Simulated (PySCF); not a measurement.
Compound: C4H8NSi (doublet state).
Z-matrix (Å and degrees, GFN2-xTB geometry), rows numbered from 1:
```
N 
Si  1  1.7305
C   2  1.8695  1  121.75
C   3  1.3883  2  110.04  1  -115.02
C   4  1.3720  3  117.12  2     0.67
C   5  1.4861  4  117.26  3     0.93
H   1  1.0082  2  118.75  3    55.88
H   1  1.0067  2  118.01  3   -80.52
H   2  1.4656  1  104.49  3   132.79
H   3  1.0777  2  129.46  1    65.89
H   4  1.0822  3  121.93  2  -179.37
H   5  1.0799  4  122.43  3  -179.30
H   6  1.0922  2  113.13  1     6.05
H   6  1.0911  2  113.43  1  -114.09
```

The hyperfine couplings belong to this conformer and change with its torsions.

Identity: `N[Si@@H]1C=C[CH]C1` [radical].

The calculation used UKS B3LYP, pcH-1 on C H N Si, non-relativistic, mean-field spin-orbit, GIAO in PySCF 2.14.0. Isolated species at its GFN2-xTB geometry (one conformer only). The geometry wasn't refined by DFT: couplings that depend on bond lengths, twists or pyramidal angles can differ widely from those at the functional's own minimum. The SCF solution wasn't tested for stability. ⟨S²⟩ is 0.773 where a pure state has 0.75.

Q: The isotropic 13C couplings are +53.4, +50.2, -43.4, -18.2 MHz. Assign them to C3; C4; C5; C6.

A: 
| site | a_iso (MHz) | ρ(0) (bohr⁻³) | position | distance from C3 (Å) | spin population | largest \|T\| (MHz) |
| --- | --- | --- | --- | --- | --- | --- |
| C3 | +50.2 | +0.0447 | largest spin population | 0.00 | +0.65 | 93.9 |
| C4 | -43.4 | -0.0386 | 1 bond from C5 | 1.39 | -0.24 | 25.4 |
| C5 | +53.4 | +0.0476 | a main spin site | 2.36 | +0.63 | 99.1 |
| C6 | -18.2 | -0.0162 | 1 bond from C5 | 2.69 | -0.05 | 1.1 |

Q: Match the computed a_iso(1H) values +51.0, +47.1, -40.4, -38.1, +24.8, +10.0, -0.8 MHz (means over equivalent nuclei) with the sites H7/H8; H9; H10; H11; H12; H13; H14.

A: 
```json
{"site": "H7/H8", "a_iso (MHz)": "-0.8", "ρ(0) (bohr⁻³)": "-0.0002", "position": "3 bonds from C3", "distance from C3 (Å)": "3.53", "bound to": "N1", "spin population there": "+0.01", "largest |T| (MHz)": "2.9"}
{"site": "H9", "a_iso (MHz)": "+24.8", "ρ(0) (bohr⁻³)": "+0.0056", "position": "2 bonds from C3", "distance from C3 (Å)": "2.83", "bound to": "Si2", "spin population there": "0.00", "largest |T| (MHz)": "3.5"}
{"site": "H10", "a_iso (MHz)": "-38.1", "ρ(0) (bohr⁻³)": "-0.0085", "position": "1 bond from C3", "distance from C3 (Å)": "1.08", "bound to": "C3", "spin population there": "+0.65", "largest |T| (MHz)": "23.8"}
{"site": "H11", "a_iso (MHz)": "+10.0", "ρ(0) (bohr⁻³)": "+0.0022", "position": "2 bonds from C5, on C4 of spin population -0.24", "distance from C3 (Å)": "2.17", "bound to": "C4", "spin population there": "-0.24", "largest |T| (MHz)": "5.3"}
{"site": "H12", "a_iso (MHz)": "-40.4", "ρ(0) (bohr⁻³)": "-0.0090", "position": "1 bond from C5", "distance from C3 (Å)": "3.36", "bound to": "C5", "spin population there": "+0.63", "largest |T| (MHz)": "24.9"}
{"site": "H13", "a_iso (MHz)": "+51.0", "ρ(0) (bohr⁻³)": "+0.0114", "position": "2 bonds from C5", "distance from C3 (Å)": "3.44", "bound to": "C6", "spin population there": "-0.05", "largest |T| (MHz)": "5.8"}
{"site": "H14", "a_iso (MHz)": "+47.1", "ρ(0) (bohr⁻³)": "+0.0105", "position": "2 bonds from C5", "distance from C3 (Å)": "3.47", "bound to": "C6", "spin population there": "-0.05", "largest |T| (MHz)": "5.8"}
```

ρ(0) is the spin density at the nucleus and T the dipolar tensor; a_iso includes a spin–orbit part; entries for several nuclei are means. The Mulliken spin populations are largest on C3 (+0.65), C5 (+0.63) and C4 (-0.24). The positive populations add up to 1.35 and the negative ones to -0.35, together 2S = 1. The angles at C3 add up to 360.0°, so it is planar. Main spin sites, with 60 % or more of the largest population: C3, C5; positions count bonds from the nearest.

Nuclei that the bonding pattern makes equivalent are averaged, as if the motion that swaps them (rotation, inversion, ring flip) were fast.

Time: 43 s (grids of density and orbitals included); peak memory 0.86 GiB. Hardware: Arm Neoverse V2, one thread, shared host with 96 logical CPUs at a one-minute load of 46.
